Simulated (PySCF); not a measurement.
`C#C[C@@H](F)SCC`, C5H7FS

Molfile (atoms numbered from 1):
```
C5H7FS
     RDKit          3D

 14 13  0  0  0  0  0  0  0  0999 V2000
    2.0925    1.2500    0.0371 C   0  0  0  0  0  0  0  0  0  0  0  0
    1.7924    0.1028    0.2044 C   0  0  0  0  0  0  0  0  0  0  0  0
    1.3809   -1.2590    0.4444 C   0  0  1  0  0  0  0  0  0  0  0  0
    1.3965   -1.5398    1.7913 F   0  0  0  0  0  0  0  0  0  0  0  0
   -0.2889   -1.6103   -0.2379 S   0  0  0  0  0  0  0  0  0  0  0  0
   -1.3034   -0.4194    0.7119 C   0  0  0  0  0  0  0  0  0  0  0  0
   -1.5706    0.8577   -0.0600 C   0  0  0  0  0  0  0  0  0  0  0  0
    2.3782    2.2452   -0.1330 H   0  0  0  0  0  0  0  0  0  0  0  0
    2.0514   -1.9744   -0.0475 H   0  0  0  0  0  0  0  0  0  0  0  0
   -0.7775   -0.2295    1.6464 H   0  0  0  0  0  0  0  0  0  0  0  0
   -2.2318   -0.9476    0.9291 H   0  0  0  0  0  0  0  0  0  0  0  0
   -0.6390    1.3684   -0.2910 H   0  0  0  0  0  0  0  0  0  0  0  0
   -2.1962    1.5207    0.5345 H   0  0  0  0  0  0  0  0  0  0  0  0
   -2.0852    0.6346   -0.9917 H   0  0  0  0  0  0  0  0  0  0  0  0
  1  2  3  0
  2  3  1  0
  3  4  1  0
  3  5  1  0
  5  6  1  0
  6  7  1  0
  1  8  1  0
  3  9  1  6
  6 10  1  0
  6 11  1  0
  7 12  1  0
  7 13  1  0
  7 14  1  0
M  END
```

The calculation used GIAO OPBE/6-31G magnetisability, rotational g tensor and spin-rotation constants, non-relativistic, gas phase in PySCF 2.14.0. Geometry: GFN2-xTB.

(1) Give the nuclear spin-rotation constants along the inertial axes (H = +C I·J) beside the isotropic shieldings.

Results:

(1) Rotational constants 2.5183, 1.8855, 1.3489 GHz. A star marks the isotopologue with that one atom substituted, in its own axes.
| atom | isotope | Caa (kHz) | Cbb (kHz) | Ccc (kHz) | mean (kHz) | σ (ppm) |
| --- | --- | --- | --- | --- | --- | --- |
| F4 | 19F | 1.700 | 1.085 | 1.330 | 1.372 | 341.5 |
| H8 | 1H | -0.304 | 0.045 | -0.169 | -0.143 | 30.5 |
| H9 | 1H | -0.123 | -0.121 | -0.034 | -0.093 | 26.5 |
| H10 | 1H | -0.119 | -0.214 | -0.028 | -0.120 | 29.5 |
| H11 | 1H | -0.064 | -0.132 | -0.133 | -0.110 | 30.2 |
| H12 | 1H | -0.091 | -0.107 | -0.141 | -0.113 | 30.8 |
| H13 | 1H | -0.210 | -0.180 | -0.050 | -0.146 | 31.6 |
| H14 | 1H | -0.150 | -0.218 | -0.050 | -0.140 | 31.6 |
| C1 | 13C* | 0.645 | 0.198 | 0.350 | 0.398 | 124.4 |
| C2 | 13C* | 0.751 | 0.004 | 0.424 | 0.393 | 127.3 |
| C3 | 13C* | 0.576 | 0.481 | 0.253 | 0.436 | 113.0 |
| S5 | 33S* | 0.521 | 0.626 | 0.413 | 0.520 | 446.3 |
| C6 | 13C* | 0.379 | 0.240 | 0.178 | 0.266 | 171.7 |
| C7 | 13C* | 0.328 | 0.216 | 0.159 | 0.234 | 182.2 |

For the geometry as given, no vibrational averaging.
